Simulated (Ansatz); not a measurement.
Reaction (ligand exchange at a Ge–I bond): `C[O][GeH2][I]` + HCl → `C[O][GeH2][Cl]` + HI

Program: Ansatz. Geometries: PBE0-D4/def2-TZVP. ΔE: electronic, gas phase. CCSD(T)/CBS is the MP2 limit (def2-TZVPP, def2-QZVPP) plus CCSD(T) − MP2 in def2-TZVPP, frozen cores. This one scheme is used for every species. DFT in def2-TZVPP. def2 core potentials past Kr. For Ge, I outer-core shells are correlated without core-valence functions, which leaves a few kJ/mol of doubt a bond. Scalar relativity is left out up to krypton. One conformer a species, not always the lowest.

| species | CAM-B3LYP-D4 energy (Eh) |
| --- | --- |
| `C[O][GeH2][I]` | -2491.22266 |
| HCl | -460.83237 |
| `C[O][GeH2][Cl]` | -2653.74284 |
| HI | -298.31094 |

Work out ΔE.

ΔE = (-2653.74284) + (-298.31094) − (-2491.22266) − (-460.83237) = 0.00125 Eh = +0.8 kcal/mol. CCSD(T)/CBS gives +2.5 kcal/mol.

Largest T1 diagnostic among the species: 0.011.

In def2-TZVPP, CCSD(T) changes the Hartree–Fock value by +1.2 kcal/mol (the triples alone add +0.2 kcal/mol) and MP2 by +2.3 kcal/mol. Leaving LDA and LC-ωPBE aside and taking each functional with its dispersion term where it has one, the values, not all of them listed here, spread over 2.6 kcal/mol, from B97M-V to HSE06-D4. At CCSD(T), def2-SVP lies −1.7 kcal/mol from the extrapolated value and def2-TZVPP −1.3 kcal/mol.
